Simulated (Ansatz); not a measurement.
One change: `COB(O)Cl` becomes `C[O][Ga]([OH])[Cl]`.

Ansatz, PBE0-D4/def2-TZVP geometries, multiplicity 1. Each molecule was computed in one conformer, which needn't be the lowest.

Scalar relativity is left out up to krypton.

```tsv
property	`COB(O)Cl`
HOMO–LUMO gap (B3LYP/def2-TZVPP) / eV	9.09
LUMO energy (B3LYP/def2-TZVPP) / eV	0.38
HOMO energy (PBE/def2-TZVPP) / eV	-7.36
HOMO–LUMO gap (ωB97M-V/def2-TZVPP) / eV	13.44
HOMO energy (ωB97M-V/def2-TZVPP) / eV	-11.35
size of the dipole moment (B3LYP/def2-TZVPP) / D	2.41
```

What does the change do to each property? (An estimate is asked.)

Computed: 
```tsv
property	`C[O][Ga]([OH])[Cl]`	shift
HOMO–LUMO gap (B3LYP/def2-TZVPP) / eV	6.57	-2.52
LUMO energy (B3LYP/def2-TZVPP) / eV	-1.47	-1.85
HOMO energy (PBE/def2-TZVPP) / eV	-6.72	0.64
HOMO–LUMO gap (ωB97M-V/def2-TZVPP) / eV	11.44	-2.00
HOMO energy (ωB97M-V/def2-TZVPP) / eV	-10.69	0.66
size of the dipole moment (B3LYP/def2-TZVPP) / D	1.84	-0.57
```

With PBE0 the HOMO rises by 0.67 eV and the LUMO falls by 1.87 eV, so the gap narrows by about 2.54 eV. PBE moves the HOMO by 0.64 eV and ωB97M-V by 0.66 eV. Dipoles are sizes alone; their direction can turn.

B3LYP here is the variant with VWN-RPA as its local correlation; programs differ in this.
